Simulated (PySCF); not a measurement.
An unknown is described by computed data only.

Formula: C6H5F2NO.

- Rotational structure: rotational constants A, B, C: 3.650, 0.743, 0.691 GHz [GFN2-xTB]
- Triplet: lowest triplet excitation (Tamm–Dancoff): 4.13 eV [TDA PBE0/def2-SVPD]
- UV, first state: lowest singlet excitation: 5.30 eV (234 nm, f = 0.003) [TDDFT PBE0/def2-SVPD]
- 13C NMR: chemical shifts (computed TMS as zero) by class: 167.4 (1 C), 153.5 (1 C), 146.5 (1 C), 124.1 (1 C), 119.4 (1 C), 116.6 (1 C) ppm [GIAO PBE0/pcSseg-1]
- NMR, other nuclei: isotropic shieldings of nuclei other than C and H, by class: -32 (1 N), 144 (1 O), 281 (2 F) ppm [GIAO PBE0/pcSseg-1]
- Dipole: 4.28 D [PBE0/def2-SVPD]

The electronic properties come from PySCF, for the isolated species, density fitting. Levels stand in brackets. Geometry: GFN2-xTB, one conformer, isolated molecule. NMR classes are plain means over equivalent atoms (diastereotopic ones count apart unless rotation or inversion swaps them), as if these changed places fast.

Task: What is the compound? Reason from the data.

Result: Numbering: `[F:1][CH:2]([F:3])[O:4][c:5]1[cH:6][cH:7][cH:8][cH:9][n:10]1`. Its formula, C6H5F2NO, gives 4 degrees of unsaturation: 1 ring and 3 π bonds in the structure found (Kekulé form). 6 carbons fall into 6 classes; from least to most shielded: aromatic carbon bearing oxygen [C5] (167.4 ppm), aromatic CH next to a ring nitrogen [C9] (153.5 ppm), aromatic CH carbon [C7] (146.5 ppm), aromatic CH carbon [C8] (124.1 ppm), CHF2 carbon [C2] (119.4 ppm), aromatic CH carbon [C6] (116.6 ppm). The other shieldings belong to: -32 ppm, pyridine-type nitrogen [N10]; 144 ppm, aryl ether oxygen [O4]; 281 ppm, fluorine of a CF2 group [F1/F3]. S1 is mainly HOMO−1→LUMO (weight 0.99); the largest Löwdin shares of the orbital it empties are 0.53 on the pyridine-type nitrogen, 0.10 on the aromatic CH next to a ring nitrogen, 0.08 on the aromatic carbon bearing oxygen and 0.05 on an aromatic CH carbon, of the orbital it fills 0.24 on an aromatic CH carbon, 0.20 on the pyridine-type nitrogen, 0.16 on the aromatic CH next to a ring nitrogen and 0.16 on an aromatic CH carbon. The optimised geometry has point group Cs and is an asymmetric top. Structure: `c1nc(OC(F)F)ccc1`. Computed isomers that give other values at the same levels: `N#CC(F)(F)[C@@H]1CC=CO1` (rotational constant A: 2.078 GHz; this holds for the one conformer computed); `[O-][n+]1ccc(C(F)F)cc1` (13C chemical shifts (computed TMS as zero) by class: 144.6 (2 C), 132.5 (1 C), 131.5 (2 C), 120.5 (1 C) ppm); `N#C[C@@H]1COC=C1C(F)F` (rotational constant A: 1.762 GHz; this holds for the one conformer computed). The assignments are read from this structure; whether some other isomer fits the data as well wasn't checked.

Shape of the structure used: `[F:1][CH:2]([F:3])[O:4][c:5]1[cH:6][cH:7][cH:8][cH:9][n:10]1`: F1–C2–O4–C5 122°, C2–O4–C5–C6 179°.
